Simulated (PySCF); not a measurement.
4-sulfanylbutanal (C₄H₈OS), SMILES C(CCS)C=O.

Geometry: PBE-D3(BJ)/def2-SVP. Other conformers were not sampled.

Two levels are set side by side: PBE/def2-TZVP (PySCF) and CAM-B3LYP/def2-TZVP (PySCF). Same geometry, gas phase. Differences are taken from unrounded values.

```tsv
quantity	PBE
orbital gap (eV)	3.63
highest occupied level (eV)	-5.72
lowest empty level (eV)	-2.09
dipole moment (D)	3.89
mean polarisability (bohr³)	72.9
```

Problem. These are the PBE values. What does CAM-B3LYP give? (The exact figures need the calculation; the answer reports its results.)

Solution. 
```csv
quantity,CAM-B3LYP,PBE minus CAM-B3LYP
orbital gap (eV),8.69,-5.06
highest occupied level (eV),-8.36,2.64
lowest empty level (eV),0.33,-2.43
dipole moment (D),4.16,-0.28
mean polarisability (bohr³),69.7,3.2
```

PBE's occupied levels lie high since its potential decays too fast outside the molecule; exact exchange lowers them and widens the gap. Loosely held outer electrons make PBE densities more polarisable. Differences between two approximate levels are no errors against the true value.

Rough cost on one machine, each run with all the roots and properties that it gave: CAM-B3LYP against PBE within a factor of 2.
